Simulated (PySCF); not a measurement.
Al(Me)(NH2)2 (CH₇AlN₂), SMILES [CH3][Al]([NH2])[NH2]. Heavy atoms are numbered as in [Al:1]([CH3:2])([NH2:6])[NH2:9]. Hydrogens are named by the atom that carries them.

Geometry: B3LYP-D3(BJ)/def2-SVP. The structure was generated by enumeration; whether it is a known compound was not checked. One conformer was computed; it need not be the lowest.

All values below come from B3LYP/pcSseg-1 run with PySCF.

GIAO shieldings, no solvent; atoms alike by connectivity are averaged. δ = σ(ref) − σ: ¹³C against TMS (σ = 181.3 ppm); ¹H against TMS (σ = 31.68 ppm); ¹⁵N against NH3 (σ = 265.5 ppm), references at their B3LYP-D3(BJ)/def2-TZVP geometries, non-relativistic.

Computed chemical shifts:
```tsv
nucleus	atoms	count	δ (ppm)
¹³C	C2 (CH3)	1	-17.3
¹H	H on N6	4	0.48
¹H	H on C2	3	-0.24
¹⁵N	N6 (NH2)	2	18.6
```
